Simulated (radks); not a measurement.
Values are calculated unless marked as measured or tabulated.
Spin polarisation of the 4f10 shell in neutral dysprosium. Start: [Xe] 4f(up 5, down 5) 6s2; electrons of 4f are moved from spin down to spin up, other shells keep equal spins. Level of theory: non-relativistic Kohn-Sham, BLYP, spin-polarised, spherical densities, point nucleus (a radial shooting solver on a logarithmic mesh with Libxc functionals).

moment (Bohr magnetons)  E - E(0) (eV)  e(4f up) (eV)  e(4f down) (eV)  6s down minus up (eV)
0                                0.000         -6.726           -6.726                 0.000
1                               -0.190         -7.093           -6.333                  0.022
2                               -0.759         -7.431           -5.913                  0.043
3                               -1.707         -7.740           -5.467                  0.065
4                               -3.031         -8.019           -4.995                  0.087

At moment 4 the spin-polarisation energy is -3.031 eV and the 4f exchange splitting 3.023 eV, that is 0.756 eV per Bohr magneton; E = -I m^2/4 would give I = 0.758 eV.
